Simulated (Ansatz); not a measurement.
Consider the redistribution: `[CH3][Ta](=[NH])([OH])[OH]` + `OB(F)[SiH2][SiH3]` → `[NH]=[Ta]([OH])([OH])[F]` + `CB(O)[SiH2][SiH3]`.

Program: Ansatz. Geometries: PBE0-D4/def2-TZVP. ΔE: electronic, gas phase. CCSD(T)/CBS is the MP2 limit (def2-TZVPP, def2-QZVPP) plus CCSD(T) − MP2 in def2-TZVPP, frozen cores. DFT in def2-TZVPP. Elements past krypton have def2 core potentials. For Ta outer-core shells are correlated without core-valence functions, which leaves a few kJ/mol of doubt a bond. One conformer a species, not always the lowest.

```tsv
level	ΔE (kcal/mol)
B2PLYP	-9.2
CCSD/CBS(def2)	-8.1
```

Task: What does CCSD(T)/CBS give? (Estimate.)

Result: Ansatz gave: -8.2 kcal/mol. The listed levels differ from it by -1.0, 0.1 kcal/mol.

Largest T1 diagnostic among the species: 0.019.

From PBE to PBE0 (25 % exact exchange), in def2-TZVPP and without D4, ΔE moves by +0.9 kcal/mol.

CCSD(T)/CBS has its own doubt, a few kJ/mol and more with outer-core shells, so smaller differences from it don't rank the levels.
